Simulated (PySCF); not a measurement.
# Vertical excitation energies

Compound: C₃H₁₃PSi₃.
SMILES: `[SiH3]C[Si@@H]1CC[SiH2]P1`

Computed with TDDFT PBE0/def2-SVPD, vertical, gas phase, core orbitals frozen in the response in PySCF 2.14.0, density-fitted response routines. One conformer (not necessarily the lowest) at the PBE0-D3(BJ)/def2-SVP geometry, without solvent, vibrations or thermal averaging.

Predict the UV-vis stick spectrum at this level.

```json
{"state": "S1", "E (eV)": "5.66", "E (kJ/mol)": "546", "λ (nm)": "219.0", "f": "0.0024", "|μ| (D)": "0.34", "main configurations (H = HOMO, L = LUMO)": "H→L (96%)"}
{"state": "S2", "E (eV)": "6.27", "E (kJ/mol)": "605", "λ (nm)": "197.6", "f": "0.013", "|μ| (D)": "0.73", "main configurations (H = HOMO, L = LUMO)": "H→L+1 (82%), H-1→L (9%)"}
{"state": "S3", "E (eV)": "6.52", "E (kJ/mol)": "629", "λ (nm)": "190.3", "f": "0.025", "|μ| (D)": "1.00", "main configurations (H = HOMO, L = LUMO)": "H→L+2 (67%), H-1→L (26%)"}
{"state": "S4", "E (eV)": "6.70", "E (kJ/mol)": "647", "λ (nm)": "185.0", "f": "0.064", "|μ| (D)": "1.58", "main configurations (H = HOMO, L = LUMO)": "H-1→L (47%), H→L+2 (25%), H→L+1 (10%)"}
{"state": "S5", "E (eV)": "6.84", "E (kJ/mol)": "660", "λ (nm)": "181.2", "f": "0.028", "|μ| (D)": "1.03", "main configurations (H = HOMO, L = LUMO)": "H→L+3 (78%)"}
{"state": "S6", "E (eV)": "6.90", "E (kJ/mol)": "666", "λ (nm)": "179.6", "f": "0.0067", "|μ| (D)": "0.51", "main configurations (H = HOMO, L = LUMO)": "H-2→L (94%)"}
{"state": "S7", "E (eV)": "6.99", "E (kJ/mol)": "675", "λ (nm)": "177.4", "f": "0.014", "|μ| (D)": "0.71", "main configurations (H = HOMO, L = LUMO)": "H→L+4 (50%), H-1→L+1 (31%)"}
{"state": "S8", "E (eV)": "7.14", "E (kJ/mol)": "689", "λ (nm)": "173.7", "f": "0.022", "|μ| (D)": "0.90", "main configurations (H = HOMO, L = LUMO)": "H→L+5 (61%), H→L+4 (9%)"}
{"state": "S9", "E (eV)": "7.24", "E (kJ/mol)": "699", "λ (nm)": "171.3", "f": "0.097", "|μ| (D)": "1.88", "main configurations (H = HOMO, L = LUMO)": "H-1→L+1 (40%), H→L+4 (18%), H-3→L (8%)"}
{"state": "S10", "E (eV)": "7.34", "E (kJ/mol)": "708", "λ (nm)": "169.0", "f": "0.0095", "|μ| (D)": "0.59", "main configurations (H = HOMO, L = LUMO)": "H-2→L+1 (67%), H→L+6 (17%)"}
```

Triplets, Tamm–Dancoff:

```json
{"state": "T1", "E (eV)": "5.23", "λ (nm)": "237.0", "main configurations (H = HOMO, L = LUMO)": "H→L (84%)"}
{"state": "T2", "E (eV)": "5.58", "λ (nm)": "222.0", "main configurations (H = HOMO, L = LUMO)": "H→L+1 (62%), H→L+4 (12%)"}
{"state": "T3", "E (eV)": "6.04", "λ (nm)": "205.4", "main configurations (H = HOMO, L = LUMO)": "H-1→L (77%), H→L+1 (10%)"}
{"state": "T4", "E (eV)": "6.13", "λ (nm)": "202.2", "main configurations (H = HOMO, L = LUMO)": "H→L+2 (63%), H→L+3 (9%), H→L+1 (9%)"}
```

The lowest singlet lies at 5.66 eV (219 nm, ultraviolet) and is very weak; its leading configuration is HOMO→LUMO (96%). The strongest level in the table is S9 at 7.24 eV (171 nm, f = 0.097). Löwdin shares by element: HOMO phosphorus 62%, silicon 17% or more, carbon 6% or more (atoms not listed hold the other 15%); LUMO silicon 29% or more, phosphorus 18%, hydrogen 9% or more (atoms not listed hold the other 44%). Of the 10 states listed, 7 reach f = 0.01 and none stays under 0.0005. The oscillator strengths of these states sum to 0.280; summed over the whole spectrum of an exact calculation they would give the number of electrons, 88 (Thomas–Reiche–Kuhn). Orbital energies (eV): HOMO-3 -8.63, HOMO-2 -8.29, HOMO-1 -8.04, HOMO -7.18, LUMO -0.23, LUMO+1 0.17, LUMO+2 0.53. The vertical ionisation energy (ΔSCF) is 8.91 eV, 1.58 eV above S10. Only the lowest 10 singlets were computed, as vertical energies without vibronic structure.

On Arm Neoverse N1, one thread (shared host), this took 11 min of wall time.
